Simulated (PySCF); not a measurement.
What builds the second ionisation energy along group 6

All values are computed (PySCF 2.14, energy differences of UHF-based or UKS calculations, no spin-orbit coupling). Each column adds one step, in eV (sums use unrounded values): valence MP2, valence CCSD, valence triples, then the next inner shell at CCSD(T) (Cr 3s 3p, Mo 4s 4p, W 5s 5p). References (NIST) marked * lie between the lowest fine-structure levels; the others compare directly ((s) semi-empirical, (t) theoretical).

| element | UHF | + MP2 | + CCSD | + (T) | + inner shell | sum | reference |
| --- | --- | --- | --- | --- | --- | --- | --- |
| Cr [Ar] 3d5 → [Ar] 3d4 (def2-QZVPPD, non-relativistic) | 15.118 | 0.999 | 0.011 | 0.036 | 0.364 | 16.529 | 16.486 * |
| Mo [Kr] 4d5 → [Kr] 4d4 (def2-QZVPPD with the def2 core potential (28 electrons), ECP) | 15.102 | 0.674 | 0.039 | 0.023 | 0.171 | 16.010 | 16.16 ± 0.12 (s) * |
| W [Xe] 4f14 5d4 6s1 → [Xe] 4f14 5d4 (def2-QZVPPD with the def2 core potential (60 electrons), ECP) | 14.961 | 0.493 | 0.059 | 0.020 | 0.320 | 15.854 | 16.37 ± 0.15 (s) * |

What remains against the references is mostly basis incompleteness and, for starred values, spin-orbit coupling.

These are valence bases, so the inner-shell step is incomplete.
